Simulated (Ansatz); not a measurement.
CH$_{5}$GeS, SMILES `C[S][GeH2]` radical. Total charge 0; spin multiplicity 2. Correlated methods include outer-core shells of Ge, which these sets cover unevenly. Scalar relativity is left out up to krypton.

Z-matrix (Å, degrees):
```
C
S 1 1.812
H 1 1.090 2 111.1
H 1 1.089 2 111.0 3 122.8
H 1 1.090 2 106.7 3 -118.7
Ge 2 2.207 1 100.5 3 -56.4
H 6 1.554 2 108.4 1 47.1
H 6 1.546 2 105.4 1 165.6
```

Question: Give the diagnostics of a CCSD(T)/def2-TZVPP run (frozen core, Ansatz 0.2.0). (Estimate.)

Answer: Computed: T1 = 0.0146, largest single amplitude 0.064, largest double 0.016, (T) share of the correlation energy 4.0 %, 11 CCSD cycles. ⟨S²⟩ of the UHF reference is 0.759 against 0.75 for a pure state. T1 lies under the customary mark of 0.045 for open shells.
